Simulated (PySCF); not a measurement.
C7H11NO2.
Numbering: `[CH2:1]=[CH:2]/[C:3](=[CH:4]/[NH:5][C:6]([CH3:7])=[O:8])[O:9][CH3:10]` (hydrogens: H11, H12 on C1; H13 on C2; H14 on C4; H15 on N5; H16, H17, H18 on C7; H19, H20, H21 on C10)

A GFN2-xTB structure was refined with PBE0-D3(BJ)/def2-SVP geometry optimisation, gas phase (PySCF). Its GFN2-xTB values:

| coordinate | GFN2-xTB |
| --- | --- |
| C1=C2 | 1.312 Å |
| C1–H11 | 1.098 Å |
| C1–H12 | 1.071 Å |
| C2–C3 | 1.439 Å |
| C2–H13 | 1.075 Å |
| C3=C4 | 1.388 Å |
| C3–O9 | 1.418 Å |
| C4–N5 | 1.345 Å |
| C4–H14 | 1.067 Å |
| N5–C6 | 1.361 Å |
| N5–H15 | 1.016 Å |
| C6–C7 | 1.518 Å |
| C6=O8 | 1.213 Å |
| C7–H16 | 1.091 Å |
| O9–C10 | 1.411 Å |
| C10–H19 | 1.101 Å |
| C2–C3–O9 | 120.1° |
| C3–C4–N5 | 123.0° |
| C3–O9–C10 | 112.4° |
| C4–C3–O9 | 116.5° |
| C4–N5–C6 | 124.4° |
| N5–C6–C7 | 113.9° |
| N5–C6–O8 | 123.0° |
| C7–C6–O8 | 123.1° |
| C1–C2–C3–C4 | 165° |
| C2–C3–O9–C10 | -75° |

Q: How do these coordinates change at the PBE0-D3(BJ)/def2-SVP level?

A: 
```json
{"coordinate": "C3–O9", "PBE0-D3(BJ)/def2-SVP (Å or °)": "1.375", "change": "-0.043"}
{"coordinate": "C3=C4", "PBE0-D3(BJ)/def2-SVP (Å or °)": "1.351", "change": "-0.037"}
{"coordinate": "C4–N5", "PBE0-D3(BJ)/def2-SVP (Å or °)": "1.378", "change": "+0.033"}
{"coordinate": "C1=C2", "PBE0-D3(BJ)/def2-SVP (Å or °)": "1.341", "change": "+0.029"}
{"coordinate": "C4–H14", "PBE0-D3(BJ)/def2-SVP (Å or °)": "1.090", "change": "+0.023"}
{"coordinate": "C1–H12", "PBE0-D3(BJ)/def2-SVP (Å or °)": "1.092", "change": "+0.021"}
{"coordinate": "C2–H13", "PBE0-D3(BJ)/def2-SVP (Å or °)": "1.095", "change": "+0.020"}
{"coordinate": "N5–C6", "PBE0-D3(BJ)/def2-SVP (Å or °)": "1.377", "change": "+0.016"}
{"coordinate": "C2–C3", "PBE0-D3(BJ)/def2-SVP (Å or °)": "1.451", "change": "+0.012"}
{"coordinate": "C7–H16", "PBE0-D3(BJ)/def2-SVP (Å or °)": "1.101", "change": "+0.010"}
{"coordinate": "C6–C7", "PBE0-D3(BJ)/def2-SVP (Å or °)": "1.509", "change": "-0.009"}
{"coordinate": "C1–H11", "PBE0-D3(BJ)/def2-SVP (Å or °)": "1.093", "change": "-0.005"}
{"coordinate": "C10–H19", "PBE0-D3(BJ)/def2-SVP (Å or °)": "1.105", "change": "+0.004"}
{"coordinate": "N5–H15", "PBE0-D3(BJ)/def2-SVP (Å or °)": "1.014", "change": "-0.002"}
{"coordinate": "C6=O8", "PBE0-D3(BJ)/def2-SVP (Å or °)": "1.211", "change": "-0.002"}
{"coordinate": "O9–C10", "PBE0-D3(BJ)/def2-SVP (Å or °)": "1.412", "change": "+0.001"}
{"coordinate": "C3–O9–C10", "PBE0-D3(BJ)/def2-SVP (Å or °)": "114.1", "change": "+1.7"}
{"coordinate": "C4–C3–O9", "PBE0-D3(BJ)/def2-SVP (Å or °)": "117.8", "change": "+1.3"}
{"coordinate": "C4–N5–C6", "PBE0-D3(BJ)/def2-SVP (Å or °)": "123.1", "change": "-1.3"}
{"coordinate": "C2–C3–O9", "PBE0-D3(BJ)/def2-SVP (Å or °)": "118.9", "change": "-1.2"}
{"coordinate": "N5–C6–O8", "PBE0-D3(BJ)/def2-SVP (Å or °)": "121.9", "change": "-1.1"}
{"coordinate": "C3–C4–N5", "PBE0-D3(BJ)/def2-SVP (Å or °)": "122.0", "change": "-1.0"}
{"coordinate": "C7–C6–O8", "PBE0-D3(BJ)/def2-SVP (Å or °)": "123.8", "change": "+0.7"}
{"coordinate": "N5–C6–C7", "PBE0-D3(BJ)/def2-SVP (Å or °)": "114.3", "change": "+0.4"}
{"coordinate": "C1–C2–C3–C4", "PBE0-D3(BJ)/def2-SVP (Å or °)": "171", "change": "+6"}
{"coordinate": "C2–C3–O9–C10", "PBE0-D3(BJ)/def2-SVP (Å or °)": "-80", "change": "-5"}
```

The energy falls by 0.194 eV over 12 energy and gradient evaluations, the largest force component goes from 0.0596 to 2.8e-04 Eh/bohr, and the atoms move by 0.071 Å rms after alignment. The bond that changes most is C3–O9 (vinylic carbon bearing oxygen to ether oxygen), which shortens by 0.043 Å. Bonds longer at the end by more than 0.005 Å: 10 of 20; shorter: 4. Rotational constants go from 2815, 644.3, 544.9 to 2854, 647.1, 549.0 MHz.

The run used 195 basis functions and 87 SCF cycles in all.

Stationary, but not proved a minimum. One conformer, not necessarily the lowest.

Conformer computed: `[CH2:1]=[CH:2]/[C:3](=[CH:4]/[NH:5][C:6]([CH3:7])=[O:8])[O:9][CH3:10]`: C1–C2–C3–C4 171°, C3–C4–N5–C6 -179°, C4–N5–C6–C7 -177°, C2–C3–O9–C10 -80°.
